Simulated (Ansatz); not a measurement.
## A relaxation, step by step

BH4BrO3, singlet, PBE0-D4/def2-TZVP (Ansatz 0.2.0). Settings:

```yaml
hamiltonian: {xc: pbe0, dispersion: d4}
relax: {f_tol: 0.005, max_steps: 200}
```

Start, a step off a saddle point along its unstable mode:

```csv
atom,x (Å),y (Å),z (Å)
B1,-0.2579,0.0460,-0.2363
Br2,0.6226,-1.6114,-1.1991
O3,-0.2021,1.2173,-1.0103
O4,-1.3947,-0.1616,0.5421
H5,1.4202,-0.5562,0.6801
O6,0.9487,0.0836,0.9692
H7,0.5397,1.1614,-1.6065
H8,-2.2100,0.0293,0.0619
H9,0.5336,-0.2085,1.7989
```

```json
{"step": "1", "energy less the last (meV)": "810.2", "largest force component (eV/Å)": "7.175"}
{"step": "6", "energy less the last (meV)": "174.2", "largest force component (eV/Å)": "0.222"}
{"step": "11", "energy less the last (meV)": "169.0", "largest force component (eV/Å)": "0.162"}
{"step": "16", "energy less the last (meV)": "167.5", "largest force component (eV/Å)": "0.035"}
{"step": "21", "energy less the last (meV)": "165.8", "largest force component (eV/Å)": "0.084"}
{"step": "26", "energy less the last (meV)": "45.4", "largest force component (eV/Å)": "0.205"}
{"step": "31 (rejected trial)", "energy less the last (meV)": "56.6", "largest force component (eV/Å)": "0.839"}
{"step": "36", "energy less the last (meV)": "13.7", "largest force component (eV/Å)": "0.040"}
{"step": "41", "energy less the last (meV)": "11.5", "largest force component (eV/Å)": "0.021"}
{"step": "46", "energy less the last (meV)": "11.1", "largest force component (eV/Å)": "0.019"}
{"step": "51", "energy less the last (meV)": "8.7", "largest force component (eV/Å)": "0.079"}
{"step": "56", "energy less the last (meV)": "5.0", "largest force component (eV/Å)": "0.136"}
{"step": "61", "energy less the last (meV)": "2.0", "largest force component (eV/Å)": "0.068"}
{"step": "66", "energy less the last (meV)": "0.6", "largest force component (eV/Å)": "0.053"}
{"step": "71", "energy less the last (meV)": "0.1", "largest force component (eV/Å)": "0.022"}
{"step": "76", "energy less the last (meV)": "0.0", "largest force component (eV/Å)": "0.007"}
{"step": "78", "energy less the last (meV)": "0.0", "largest force component (eV/Å)": "0.004"}
```

Step 16, positions (Å) and forces (eV/Å):

| atom | x | y | z | Fx | Fy | Fz |
| --- | --- | --- | --- | --- | --- | --- |
| B1 | -0.256 | -0.024 | -0.326 | 0.006 | 0.003 | -0.007 |
| Br2 | 0.627 | -1.594 | -1.304 | -0.005 | 0.010 | 0.006 |
| O3 | -0.234 | 1.171 | -1.002 | -0.009 | -0.021 | 0.019 |
| O4 | -1.380 | -0.339 | 0.419 | 0.028 | -0.033 | 0.002 |
| H5 | 1.564 | -0.640 | 0.882 | -0.002 | 0.001 | 0.005 |
| O6 | 0.950 | 0.094 | 1.025 | -0.002 | 0.007 | -0.013 |
| H7 | 0.422 | 1.205 | -1.699 | 0.004 | 0.002 | -0.005 |
| H8 | -2.105 | 0.252 | 0.206 | -0.018 | 0.035 | -0.007 |
| H9 | 0.414 | -0.125 | 1.798 | -0.003 | -0.003 | 0.000 |

Step 56, positions (Å) and forces (eV/Å):

```json
{"atom": "B1", "x": "-0.480", "y": "0.009", "z": "-0.882", "Fx": "0.003", "Fy": "0.036", "Fz": "-0.039"}
{"atom": "Br2", "x": "0.877", "y": "-1.242", "z": "-1.468", "Fx": "-0.003", "Fy": "0.007", "Fz": "0.001"}
{"atom": "O3", "x": "-0.748", "y": "1.136", "z": "-1.576", "Fx": "0.007", "Fy": "-0.052", "Fz": "0.035"}
{"atom": "O4", "x": "-1.156", "y": "-0.297", "z": "0.249", "Fx": "-0.002", "Fy": "0.043", "Fz": "-0.019"}
{"atom": "H5", "x": "1.897", "y": "-0.662", "z": "1.699", "Fx": "0.002", "Fy": "0.003", "Fz": "0.008"}
{"atom": "O6", "x": "1.213", "y": "-0.149", "z": "2.134", "Fx": "-0.136", "Fy": "-0.059", "Fz": "-0.081"}
{"atom": "H7", "x": "-0.200", "y": "1.262", "z": "-2.355", "Fx": "-0.005", "Fy": "-0.011", "Fz": "0.010"}
{"atom": "H8", "x": "-1.796", "y": "0.385", "z": "0.481", "Fx": "0.004", "Fy": "-0.019", "Fz": "0.009"}
{"atom": "H9", "x": "0.392", "y": "-0.443", "z": "1.718", "Fx": "0.131", "Fy": "0.051", "Fz": "0.075"}
```

Step 76, positions (Å) and forces (eV/Å):

| atom | x | y | z | Fx | Fy | Fz |
| --- | --- | --- | --- | --- | --- | --- |
| B1 | -0.420 | 0.171 | -0.957 | -0.001 | 0.003 | -0.002 |
| Br2 | 1.163 | -0.830 | -1.441 | -0.001 | 0.001 | 0.000 |
| O3 | -1.045 | 0.978 | -1.841 | 0.005 | -0.006 | 0.005 |
| O4 | -0.881 | 0.029 | 0.306 | -0.003 | 0.005 | -0.007 |
| H5 | 1.850 | -0.990 | 1.928 | 0.000 | 0.000 | 0.001 |
| O6 | 1.179 | -0.517 | 2.425 | -0.004 | 0.000 | -0.004 |
| H7 | -0.633 | 1.006 | -2.707 | 0.000 | 0.000 | 0.001 |
| H8 | -1.660 | 0.568 | 0.481 | 0.001 | -0.003 | 0.003 |
| H9 | 0.448 | -0.416 | 1.805 | 0.004 | -0.001 | 0.004 |

Last step (78):

```
atom    x (Å)    y (Å)    z (Å)
  B1  -0.4167   0.1791  -0.9586
 Br2   1.1770  -0.8057  -1.4384
  O3  -1.0565   0.9661  -1.8493
  O4  -0.8689   0.0471   0.3085
  H5   1.8449  -1.0046   1.9331
  O6   1.1743  -0.5346   2.4328
  H7  -0.6504   0.9891  -2.7187
  H8  -1.6543   0.5768   0.4819
  H9   0.4507  -0.4132   1.8085
```

The run took about 110 s on 8 CPU threads of an Arm Neoverse V2 (shared host).
